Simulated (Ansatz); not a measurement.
Basis-set extrapolation for C₂H₄AlCl (PBE0-D4/def2-TZVP geometry, frozen core, Ansatz 0.2.0). Multiplicity 1, RHF reference.

```
                      def2-TZVPP   def2-QZVPP
                 HF  -779.585347  -779.608606
    MP2 correlation    -0.584237    -0.630586
CCSD(T) correlation    -0.655884      not run
```

Energies in hartree. Use E(X) = E(∞) + A·exp(−7.88·√X) for Hartree–Fock and E(X) = E(∞) + B·X^(−2.97) for correlation, with X = 3 and 4, and add CCSD(T) minus MP2 of the smaller set to the MP2 limit.

Q: What is the CCSD(T) energy at the basis-set limit?

A: HF limit: -779.608606 + (-0.023259) × 0.13774 = -779.61181. MP2 limit: -0.630586 + (-0.046349) × 0.74074 = -0.66492. Higher-order term: -0.655884 − (-0.584237) = -0.07165. Total: -780.34838 hartree, 67.2 kcal/mol below CCSD(T)/def2-TZVPP.
